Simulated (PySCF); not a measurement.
Gas-phase reaction: Ge2O2 + 4 Cl → 2 GeCl2 + O2. Level: PBE0/def2-TZVP; standard pressure 1 bar.

Computed with PySCF and rigid-rotor harmonic-oscillator thermochemistry at 1 bar. Open shells (unrestricted): Cl (multiplicity 2, electronic degeneracy 6), O2 (multiplicity 3); the rest are closed-shell singlets. Spin-orbit splitting is ignored; it lowers the true energy and changes the entropy of Cl. Ge: all electrons, no relativistic terms. Ge2O2: computed as isolated molecules; such fragments, hydroxides, amides, oligomers or adducts are transient or little studied in the gas. The harmonic model lacks anharmonicity and excited electronic states, which grow with temperature; levels with a mode under 35 cm⁻¹ are left out.

```csv
T (K),1000/T (1/K),log10 K
800,1.2500,30.61
1000,1.0000,22.50
1200,0.8333,17.07
1400,0.7143,13.17
1600,0.6250,10.24
1800,0.5556,?
```

Q: Fit log10 K = a + b·(1000/T) to the five rows, get the mean ΔH° and ΔS°, and predict log10 K at 1800 K.

A: Means: 1000/T = 0.8845, log10 K = 18.718. Sums of products about the means: Sxy = 8.01204, Sxx = 0.245860, so b = Sxy/Sxx = 32.59 and a = 18.718 − (32.59)×0.8845 = -10.11.
ΔH° = −R ln 10 × 1000 K × b = −19.145 × (32.59) = -624 kJ; ΔS° = R ln 10 × a = -194 J/K. The run's own values go from -620 kJ and -189 J/K at 800 K to -633 kJ and -200 J/K at 1800 K.
Prediction at 1800 K: -10.11 + (32.59)×0.5556 = 8.00. The computed value is 7.95, 0.05 from the line.
For scale, ΔH°(298 K) is -613 kJ at this level, -584 kJ at ωB97M-V/def2-TZVP†, and runs from -747 to -336 kJ over the 20 levels computed († marks an energy on the PBE0/def2-TZVP geometry).
